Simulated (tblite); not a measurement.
Species: C₅H₁₂AlNSe.
Numbering: `[CH3:1][CH2:2][CH2:3][CH2:4][Se:5][C:6]#[N+:7][AlH3-:8]` (hydrogens: H9, H10, H11 on C1; H12, H13 on C2; H14, H15 on C3; H16, H17 on C4; H18, H19, H20 on Al8)
Bond orders are those of one Lewis drawing.

Computed with GFN2-xTB (tblite), gas phase: L-BFGS steps from a force-field or distance-geometry start until the largest atomic force falls under 0.01 eV/Å.

Geometry at step 193:
```
atom  x, y, z in Å
C1     -2.1923   -0.5137    1.1590
C2     -1.8406   -0.5400   -0.3202
C3     -0.6041    0.3093   -0.6017
C4     -0.2481    0.2739   -2.0739
Se5     1.1237    1.6443   -2.5532
C6      2.2516    1.2090   -1.2483
N7      2.9736    0.9037   -0.3989
Al8     2.8599   -0.1802    1.2513
H9     -1.3650   -0.8928    1.7557
H10    -2.3990    0.5077    1.4685
H11    -3.0795   -1.1127    1.3471
H12    -1.6525   -1.5664   -0.6375
H13    -2.6843   -0.1586   -0.8976
H14    -0.8033    1.3379   -0.2929
H15     0.2326   -0.0646   -0.0019
H16     0.1622   -0.6904   -2.3753
H17    -1.1046    0.5148   -2.7114
H18     4.2618    0.0226    1.9104
H19     2.4973   -1.5430    0.5148
H20     1.6056    0.5501    1.8836
```

Q: What forces act on the atoms?

A: 
| atom | Fx (eV/Å) | Fy (eV/Å) | Fz (eV/Å) |
| --- | --- | --- | --- |
| C1 | 0.003 | 0.062 | 0.027 |
| C2 | 0.021 | -0.066 | -0.051 |
| C3 | 0.027 | 0.042 | -0.019 |
| C4 | 0.039 | -0.010 | -0.029 |
| Se5 | -0.052 | 0.011 | -0.018 |
| C6 | -0.104 | -0.001 | -0.171 |
| N7 | 0.124 | -0.041 | 0.142 |
| Al8 | -0.035 | -0.003 | -0.003 |
| H9 | -0.054 | -0.009 | -0.024 |
| H10 | 0.001 | 0.014 | 0.066 |
| H11 | 0.042 | -0.042 | 0.036 |
| H12 | -0.002 | -0.047 | -0.002 |
| H13 | -0.050 | 0.010 | -0.058 |
| H14 | -0.018 | 0.042 | 0.024 |
| H15 | 0.006 | 0.013 | -0.013 |
| H16 | -0.008 | -0.024 | 0.003 |
| H17 | 0.056 | 0.026 | 0.045 |
| H18 | -0.056 | -0.049 | -0.030 |
| H19 | 0.026 | 0.074 | 0.026 |
| H20 | 0.036 | -0.001 | 0.049 |

The largest, 0.20 eV/Å, acts on C6; the rms over all components is 0.049 eV/Å. The forces sum to zero within rounding, as they must for an isolated molecule in no field.

Q: Give the force on C6 in Eh/bohr and in nN.

A: 0.200 eV/Å ÷ 51.422 = 0.00389 Eh/bohr, and 0.200 eV/Å × 1.602 = 0.32 nN.

Q: How far is this geometry from the end of the optimisation?

A: 0.034 eV above it, and 0.326 Å rms away after alignment. The bonds farthest from their final lengths, with half the difference of the two atoms' forces along the bond (positive lengthens):

| bond | now (Å) | final (Å) | force along bond (eV/Å) |
| --- | --- | --- | --- |
| N7–Al8 | 1.978 | 1.989 | -0.07 |
| Al8–H18 | 1.562 | 1.555 | -0.02 |
| Al8–H19 | 1.591 | 1.584 | -0.05 |
| Al8–H20 | 1.583 | 1.580 | -0.02 |
| C4–Se5 | 1.997 | 1.995 | -0.03 |
| C2–C3 | 1.526 | 1.529 | +0.03 |

The angle farthest from its final value is Se5–C6–N7, 178.8° against 176.1°.

What follows is the cost of the whole relaxation. The run took 3.9 s on an Arm Neoverse N1 with one thread, no GPU, shared host.
